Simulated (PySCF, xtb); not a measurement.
SnF3Br, SMILES [F][Sn]([F])([F])[Br].

GFN2-xTB (xtb) at its own geometry gives an orbital gap of 2.10 eV and a dipole moment of 0.87 D.

Coordinates come from a B3LYP-D3(BJ)/def2-SVP optimisation. The structure was generated by enumeration; whether it is a known compound was not checked. The def2 effective core potentials stand for the cores of Sn; spin–orbit coupling is left out.

Q: What does PBE0/def2-TZVP (PySCF) give? (The exact figures need the calculation; the answer reports its results.)

A: gap 6.06 eV (levels -9.94 and -3.88 eV), dipole 2.27 D.
